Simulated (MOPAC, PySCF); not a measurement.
Potential energy surface of CCl₂, singlet: symmetric bend, bond length relaxed. Scanned: Cl-C-Cl angle. Other coordinates (C-Cl bond length) were minimised at B3LYP/def2-TZVP.

- r2SCAN/cc-pVTZ (PySCF)
- RKS-B3LYP/LANL2DZ = PySCF 2.14.0 with restricted B3LYP/LANL2DZ, with its core potentials past Ne
- PM6, restricted, heats of formation (MOPAC)

Energies in kcal/mol, each method relative to its own lowest point.

```json
[
 {"a / °": "160", "r2SCAN": "58.2", "RKS-B3LYP/LANL2DZ": "—", "PM6": "—"},
 {"a / °": "150", "r2SCAN": "___", "RKS-B3LYP/LANL2DZ": "—", "PM6": "___"},
 {"a / °": "140", "r2SCAN": "25.3", "RKS-B3LYP/LANL2DZ": "27.1", "PM6": "___"},
 {"a / °": "130", "r2SCAN": "12.5", "RKS-B3LYP/LANL2DZ": "13.3", "PM6": "___"},
 {"a / °": "120", "r2SCAN": "3.7", "RKS-B3LYP/LANL2DZ": "4.2", "PM6": "0.9"},
 {"a / °": "110", "r2SCAN": "0.0", "RKS-B3LYP/LANL2DZ": "0.0", "PM6": "0.0"},
 {"a / °": "100", "r2SCAN": "3.0", "RKS-B3LYP/LANL2DZ": "___", "PM6": "4.0"},
 {"a / °": "90", "r2SCAN": "15.3", "RKS-B3LYP/LANL2DZ": "12.3", "PM6": "15.0"}
]
```

Problem. What belongs in the gaps?

Solution. 
- 150, r2SCAN: 41.5
- 150, PM6: 20.2
- 140, PM6: 11.7
- 130, PM6: 5.1
- 100, RKS-B3LYP/LANL2DZ: 2.0

A dash means that the run gave no value there, or that the column was ended at a point which the program doubted or which failed a test of continuity chosen for this set; such a test can also cut sound points.

The scan ran from 180.0 to 80.0; beyond the range shown the relaxed coordinates jump or full CI changes its symmetry label.
